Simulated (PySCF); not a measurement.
# NMR data sheet: C₄H₃FN₂

- Formula: C4H3FN2
- SMILES: Fc1ccnnc1
- Point group of the computed structure: Cs
- Degrees of unsaturation: 4
- Carbon signals: 4
- Proton signals: 3

Atom-mapped SMILES (the numbers label the heavy atoms): `[F:1][c:2]1[cH:3][cH:4][n:5][n:6][cH:7]1`. Hydrogens are named by the atom that carries them.

PySCF calculation with structure optimised with GFN2-xTB, GIAO PBE0/pcSseg-1 shieldings and B3LYP/pcJ-1 coupling constants (spin–dipole term only in couplings to heteroatoms); isolated molecule, no relativistic terms, one computed conformer.

Referencing at the same level of theory: 1H and 13C vs TMS; 19F vs CFCl3; NH3 for 15N.

| carbon | δC, type | δH (multiplicity, J in Hz) | HMBC from (abs. J ≥ 3 Hz) | span of the C tensor (ppm) |
| --- | --- | --- | --- | --- |
| C2 | 172.1, C | – | H(C4), H(C3) | 173 |
| C3 | 117.1, CH | 7.21 (ddd, 9.8, 6.4, 3.1) | H(C7), H(C4) | 200 |
| C4 | 155.8, CH | 9.57 (dd, 8.8, 6.4) | – | 235 |
| C7 | 147.1, CH | 9.64 (d, 3.1) | – | 216 |

Other nuclei:
| atoms | nucleus | environment | δ (ppm) | σ (ppm) |
| --- | --- | --- | --- | --- |
| F1 | 19F | aryl fluorine | -123.5 | 294.4 |
| N6 | 15N | pyridine-type ring nitrogen | 481.2 | -213.5 |
| N5 | 15N | pyridine-type ring nitrogen | 458.4 | -190.7 |

Selected couplings (Hz, signed; the shortest-range and largest first, 30 at most; isotopes 19F, 13C, 1H, 15N): 1J(F1,C2) -353.2, 1J(C7,H(C7)) 195.9, 1J(C4,H(C4)) 193.7, 1J(C3,H(C3)) 175.4, 1J(C2,C3) 69.4, 1J(C2,C7) 66.4, 1J(C3,C4) 53.6, 1J(N5,N6) -25.3, 1J(N6,C7) 8.9, 1J(C4,N5) 8.6, 2J(N6,H(C7)) -13.1, 2J(N5,H(C4)) -13.1, 2J(C4,N6) 6.2, 2J(N5,C7) 5.3, 2J(F1,C3) 4.6, 2J(F1,C7) 3.0, 2J(C2,N6) 2.7, 2J(C3,C7) 1.7, 2J(C2,C4) -1.4, 3J(C4,C7) 15.5, 3J(C2,N5) -10.6, 3J(F1,H(C3)) 9.8, 3J(C3,N6) -8.2, 3J(H(C3),H(C4)) 6.4, 3J(N6,H(C4)) -4.5, 3J(N5,H(C7)) -4.4, 3J(F1,C4) -3.4, 3J(F1,N6) 3.1, 4J(F1,N5) -18.8, 4J(F1,H(C4)) 8.8.

- Carbon types of the structure: 1 × C, 3 × CH, which accounts for all hydrogens.
- δC 172.1: aromatic carbon bearing fluorine; an ipso carbon deshielded by its heteroatom.
- δC 155.8, 147.1: aromatic CH next to a ring nitrogen; the adjacent pyridine-type nitrogen withdraws density from it.
- δC 117.1: aromatic CH.
- δH 9.64, 9.57: hydrogen on an aromatic CH next to a ring nitrogen; ring current plus the neighbouring ring nitrogen.
- δH 7.21: hydrogen on an aromatic CH; it sits in the deshielding region of the aromatic ring current.
- The protons at 7.21 and 9.57 share a coupling of 6.4 Hz (vicinal, an ortho-type coupling).

Common functionals overestimate the size of one-bond C–F couplings by tens of Hz; these are unscaled. Splittings below 1 Hz are ignored in the labels, and close J values are merged. Unscaled 3J(H,H) at this level run about 10 % above measured values. Shifts are as computed. Against solution values, carbons near 30 ppm lie about +3 ppm off and those near 130 ppm about +5 ppm. Of 1211 compounds with measured shifts, 218 miss one by over three times the rms of a fit or turn the order of signals round; such compounds aren't used in these exercises. Unscaled 19F shifts against computed CFCl3 carry errors that often reach 10 to 50 ppm. Experimental scales use liquid or dissolved standards, which lie at an offset from isolated NH3 (liquid NH3: subtract about 20 ppm). Unscaled 15N shifts of sp2 nitrogen come out 20 to 40 ppm too high even then.
